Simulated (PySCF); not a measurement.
## Stationary points of SiOBr

Computed with PBE0 in PySCF with Si def2-TZVP, O def2-TZVP, Br def2-TZVP; no relativity; density-fitted integrals.

Relaxations began from a few typed shapes; open shells are unrestricted. The search is not exhaustive: other isomers or separated fragments can lie lower, and high-lying points may rest on an excited occupation.

| spin | group | bonds | angles | imaginary modes (cm⁻¹) | ΔE (kJ/mol) | ΔE with ZPE (kJ/mol) |
| --- | --- | --- | --- | --- | --- | --- |
| doublet | Cs | Si–Br 2.223 Å, Si–O 1.520 Å | Br–Si–O 126.1° | none | 0.0 | 0.0 |
| doublet | C∞v | Si–Br 2.359 Å, Si–O 1.515 Å | Br–Si–O 180.0° | 294i, 294i | 63.2 | – |

The lowest minimum found is the doublet Cs: Si–Br 2.223 Å, Si–O 1.520 Å; Br–Si–O 126.1°.
